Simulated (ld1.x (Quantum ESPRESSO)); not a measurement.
Reading a pseudo-wave (zirconium (Zr))

Columns: radius, all-electron u(r) and pseudo u(r) of the 4p shell (level -43.04 eV) of zirconium in the configuration [Ar] 3d10 4s2 4p6 4d2 5s0.5 5p0; LDA (PZ), scalar-relativistic, TM scheme, ld1.x (Quantum ESPRESSO) 7.5.

```csv
r (bohr),all-electron,pseudo
0.085,0.3164,0.0110
0.170,-0.0001,0.0437
0.255,-0.3768,0.0966
0.340,-0.4982,0.1677
0.425,-0.3946,0.2540
0.510,-0.1691,0.3518
0.595,0.0949,0.4566
0.680,0.3465,0.5633
0.765,0.5599,0.6665
0.850,0.7257,0.7602
0.935,0.8435,0.8390
1.020,0.9183,0.8985
1.105,0.9565,0.9358
1.190,0.9653,0.9501
1.275,0.9514,0.9427
1.360,0.9209,0.9171
1.445,0.8786,0.8775
1.530,0.8288,0.8286
1.615,0.7744,0.7744
1.700,0.7180,0.7180
1.785,0.6614,0.6614
1.870,0.6058,0.6058
1.955,0.5524,0.5524
2.040,0.5016,0.5016
2.125,0.4538,0.4538
2.210,0.4094,0.4094
```

(1) How many radial nodes do the two functions have?

(2) At about which radius was the pseudo-wave matched?

(3) Is the pseudo-wave norm-conserving?

## Answers

(1) The all-electron 4p function has n − l − 1 = 2; the pseudo-wave has 0, since the states of the same l below it are removed with the core.

(2) 1.70 bohr. The columns agree to 0.0005 from 1.53 bohr on; several derivatives are matched, so the curves merge somewhat inside the radius.

(3) Yes: the TM scheme keeps the norm inside the radius equal to the all-electron one, which fixes the energy derivative of the logarithmic derivative at the level.
